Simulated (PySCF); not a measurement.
First SCF of a structure search on quartet Os₃O⁺, at a hand-made trigonal pyramidal geometry. PySCF input:

```python
from pyscf import gto, scf, dft
mol = gto.M(atom='''
O      0.000000     0.000000     0.000000
Os     1.661400     0.000000     0.883400
Os    -0.830700     1.438800     0.883400
Os    -0.830700    -1.438800     0.883400''',
    basis={'O': 'def2-SVP', 'Os': 'def2-SVP'},
    ecp={'Os': 'def2-SVP'},
    charge=1, spin=3)
mf = dft.UKS(mol, xc='PBE')
mf.grids.atom_grid = (50, 194)
aux = {'O': 'def2-universal-JKFIT', 'Os': 'def2-universal-JKFIT'}
mf = mf.density_fit(auxbasis=aux)
mf.conv_tol = 1e-08
mf.diis_space = 10
mf.max_cycle = 60
mf.init_guess = 'minao'
mf.verbose = 4
mf.kernel()
```

Excerpt of the output (cycles alone); where DIIS stalls, ADIIS, DIIS with a small level shift and a second-order solver take over in turn:

```
init E= -311.261233699642
cycle= 1 E= -345.969992166344  delta_E= -34.7  |g|= 1.33  |ddm|= 9.82
cycle= 2 E= -332.68352919301  delta_E= 13.3  |g|= 4.88  |ddm|= 5.45
cycle= 3 E= -336.938774190377  delta_E= -4.26  |g|= 3.03  |ddm|= 5.44
cycle= 4 E= -340.277889445563  delta_E= -3.34  |g|= 2.87  |ddm|= 5.15
cycle= 5 E= -345.593532459983  delta_E= -5.32  |g|= 1.44  |ddm|=  3.2
cycle= 6 E= -344.138402309817  delta_E= 1.46  |g|= 2.06  |ddm|= 1.53
cycle= 7 E= -343.713932509023  delta_E= 0.424  |g|= 2.21  |ddm|=  1.6
cycle= 8 E= -343.696911007356  delta_E= 0.017  |g|= 2.22  |ddm|= 0.0106
cycle= 9 E= -344.287196057784  delta_E= -0.59  |g|=    2  |ddm|= 1.65
cycle= 10 E= -344.206651586524  delta_E= 0.0805  |g|= 2.03  |ddm|= 0.403
cycle= 11 E= -342.666058423208  delta_E= 1.54  |g|= 2.57  |ddm|= 1.98
cycle= 12 E= -343.963765228668  delta_E= -1.3  |g|= 2.08  |ddm|= 2.13
cycle= 13 E= -344.227455602997  delta_E= -0.264  |g|=    2  |ddm|= 0.773
... 38 lines left out ...
cycle= 52 E= -346.788170679423  delta_E= -1.14e-05  |g|= 0.0129  |ddm|= 0.0393
cycle= 53 E= -346.788251972078  delta_E= -8.13e-05  |g|= 0.00484  |ddm|= 0.0282
cycle= 54 E= -346.788260464169  delta_E= -8.49e-06  |g|= 0.00379  |ddm|= 0.0253
cycle= 55 E= -346.788274922494  delta_E= -1.45e-05  |g|= 0.000805  |ddm|= 0.0201
cycle= 56 E= -346.788288442055  delta_E= -1.35e-05  |g|= 0.00102  |ddm|= 0.0507
cycle= 57 E= -346.788289885761  delta_E= -1.44e-06  |g|= 0.00158  |ddm|= 0.0174
cycle= 58 E= -346.788292668508  delta_E= -2.78e-06  |g|= 0.000443  |ddm|= 0.0161
cycle= 59 E= -346.788293194329  delta_E= -5.26e-07  |g|= 0.000443  |ddm|= 0.00672
cycle= 60 E= -346.788293458909  delta_E= -2.65e-07  |g|= 0.00035  |ddm|= 0.00453
SCF not converged.
init E= -311.261233699642
cycle= 1 E= -345.969992166344  delta_E= -34.7  |g|= 1.33  |ddm|= 9.82
cycle= 2 E= -332.683529193011  delta_E= 13.3  |g|= 4.88  |ddm|= 5.45
cycle= 3 E= -339.749524810905  delta_E= -7.07  |g|= 3.34  |ddm|= 4.62
cycle= 4 E= -341.774588823242  delta_E= -2.03  |g|= 2.69  |ddm|= 3.96
cycle= 5 E= -346.433542365103  delta_E= -4.66  |g|= 0.874  |ddm|= 3.56
cycle= 6 E= -344.489108288511  delta_E= 1.94  |g|= 1.96  |ddm|= 2.58
cycle= 7 E= -346.63021660872  delta_E= -2.14  |g|= 0.568  |ddm|= 1.97
cycle= 8 E= -346.755175177012  delta_E= -0.125  |g|= 0.24  |ddm|= 1.03
cycle= 9 E= -346.688341160455  delta_E= 0.0668  |g|= 0.446  |ddm|= 1.02
cycle= 10 E= -346.774337507775  delta_E= -0.086  |g|= 0.167  |ddm|= 0.423
cycle= 11 E= -346.556243356451  delta_E= 0.218  |g|= 0.698  |ddm|= 0.702
cycle= 12 E= -346.767493717639  delta_E= -0.211  |g|= 0.208  |ddm|= 0.552
cycle= 13 E= -346.758564468407  delta_E= 0.00893  |g|= 0.247  |ddm|= 0.375
cycle= 14 E= -346.774781248093  delta_E= -0.0162  |g|= 0.165  |ddm|= 0.271
cycle= 15 E= -346.778972878311  delta_E= -0.00419  |g|= 0.136  |ddm|= 0.283
cycle= 16 E= -346.785665241073  delta_E= -0.00669  |g|= 0.0778  |ddm|= 0.224
cycle= 17 E= -346.776927380066  delta_E= 0.00874  |g|= 0.152  |ddm|= 0.175
cycle= 18 E= -346.787787069058  delta_E= -0.0109  |g|= 0.0342  |ddm|= 0.155
cycle= 19 E= -346.783235253888  delta_E= 0.00455  |g|= 0.104  |ddm|= 0.137
cycle= 20 E= -346.787715185948  delta_E= -0.00448  |g|= 0.0419  |ddm|= 0.102
SCF not converged.
init E= -346.787715185948
cycle= 1 E= -346.771557205349  delta_E= 0.0162  |g|= 0.195  |ddm|= 0.168
cycle= 2 E= -345.98682378096  delta_E= 0.785  |g|= 1.32  |ddm|= 1.11
cycle= 3 E= -346.583311356366  delta_E= -0.596  |g|= 0.654  |ddm|= 0.504
cycle= 4 E= -346.733181404016  delta_E= -0.15  |g|= 0.335  |ddm|= 0.28
cycle= 5 E= -346.777420648504  delta_E= -0.0442  |g|= 0.145  |ddm|= 0.153
cycle= 6 E= -346.785523660309  delta_E= -0.0081  |g|= 0.0709  |ddm|= 0.0797
cycle= 7 E= -346.787918229006  delta_E= -0.00239  |g|= 0.0279  |ddm|= 0.0539
cycle= 8 E= -346.788446254377  delta_E= -0.000528  |g|= 0.00973  |ddm|= 0.0365
cycle= 9 E= -346.788590721396  delta_E= -0.000144  |g|= 0.00514  |ddm|= 0.0283
cycle= 10 E= -346.788683244493  delta_E= -9.25e-05  |g|= 0.0028  |ddm|= 0.0249
cycle= 11 E= -346.788755581391  delta_E= -7.23e-05  |g|= 0.00267  |ddm|= 0.0226
cycle= 12 E= -346.788821241061  delta_E= -6.57e-05  |g|= 0.00263  |ddm|= 0.0214
cycle= 13 E= -346.788881777183  delta_E= -6.05e-05  |g|= 0.00231  |ddm|= 0.0199
cycle= 14 E= -346.788929366351  delta_E= -4.76e-05  |g|= 0.00234  |ddm|= 0.0162
cycle= 15 E= -346.788983599679  delta_E= -5.42e-05  |g|= 0.00214  |ddm|= 0.0183
cycle= 16 E= -346.789038045885  delta_E= -5.44e-05  |g|= 0.00211  |ddm|= 0.0186
cycle= 17 E= -346.789094361035  delta_E= -5.63e-05  |g|= 0.00217  |ddm|= 0.0194
cycle= 18 E= -346.789145864688  delta_E= -5.15e-05  |g|= 0.00242  |ddm|= 0.018
cycle= 19 E= -346.789208958981  delta_E= -6.31e-05  |g|= 0.00189  |ddm|= 0.022
cycle= 20 E= -346.789264223175  delta_E= -5.53e-05  |g|= 0.00194  |ddm|= 0.0197
cycle= 21 E= -346.789332487647  delta_E= -6.83e-05  |g|= 0.00235  |ddm|= 0.026
cycle= 22 E= -346.789394761473  delta_E= -6.23e-05  |g|= 0.00236  |ddm|= 0.0239
cycle= 23 E= -346.789452723973  delta_E= -5.8e-05  |g|= 0.00232  |ddm|= 0.0231
cycle= 24 E= -346.789505303047  delta_E= -5.26e-05  |g|= 0.00235  |ddm|= 0.0221
cycle= 25 E= -346.789547103821  delta_E= -4.18e-05  |g|= 0.00154  |ddm|= 0.0176
cycle= 26 E= -346.789613359765  delta_E= -6.63e-05  |g|= 0.006  |ddm|= 0.0495
cycle= 27 E= -346.789662939632  delta_E= -4.96e-05  |g|= 0.00625  |ddm|= 0.0348
cycle= 28 E= -346.789707315369  delta_E= -4.44e-05  |g|= 0.00456  |ddm|= 0.0247
cycle= 29 E= -346.789734187638  delta_E= -2.69e-05  |g|= 0.00443  |ddm|= 0.023
cycle= 30 E= -346.789754810531  delta_E= -2.06e-05  |g|= 0.00212  |ddm|= 0.013
SCF not converged.
macro= 0  E= -346.789821458861  delta_E= -6.66483e-05  |g|= 0.000197856  3 KF 18 JK
macro= 1  E= -346.789821477497  delta_E= -1.86358e-08  |g|= 5.95048e-05  1 KF 5 JK
macro= 2  E= -346.789821477495  delta_E= 1.02318e-12  |g|= 2.33309e-05  1 KF 2 JK
macro X = 3  E=-346.789821477495  |g|= 2.33309e-05  total 6 KF 29 JK
converged SCF energy = -346.789821477495  <S^2> = 4.4016299  2S+1 = 4.3135275
```

No lower solution of this spin was found by a stability analysis within the unrestricted form.

Open d and f shells are described by one determinant, and the ground state may have another occupation or spin. No spin–orbit coupling is included, which matters more the heavier the element.

The search for the lowest solution, with the stability check, took 52 s on 2 threads of a shared Arm Neoverse V2 host, with 110 basis functions; the process peaked at 0.34 GiB.
